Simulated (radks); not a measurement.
Species: Ba I. Configuration: [Xe] 6s2. Calculated with a radial shooting solver on a logarithmic mesh with Libxc functionals: scalar-relativistic Kohn-Sham, LDA (Slater exchange, VWN5 correlation), spin-polarised, spherical densities, point nucleus. Some entries of the table are withheld. Estimate them.

orbital,occ.,eigenvalue (hartree),<r> (bohr),r(max) (bohr)
1s,2,-1367.841,0.02560,0.01644
2s,2,-216.2397,0.1098,(1)
2p,6,-194.0055,0.09622,0.07464
3s,2,-45.62739,0.2924,0.2666
3p,6,-38.49869,0.2903,0.2608
3d,10,-28.11678,0.2667,0.2150
4s,2,-8.93979,0.6742,0.6249
4p,6,-6.63786,0.7160,0.6536
4d,10,-3.29497,0.8010,(2)
5s,2,(3),1.635,1.466
5p,6,-0.69122,1.921,1.668
6s,2,-0.12296,4.720,(4)
5d,0,-0.07841,3.526,(5)
6p,0,-0.04697,6.362,5.393
7s,0,-0.00363,14.90,11.46

Answer. 
(1) 2s r(max) (bohr): 0.09296
(2) 4d r(max) (bohr): 0.6953
(3) 5s eigenvalue (hartree): -1.24249
(4) 6s r(max) (bohr): 4.057
(5) 5d r(max) (bohr): 2.513
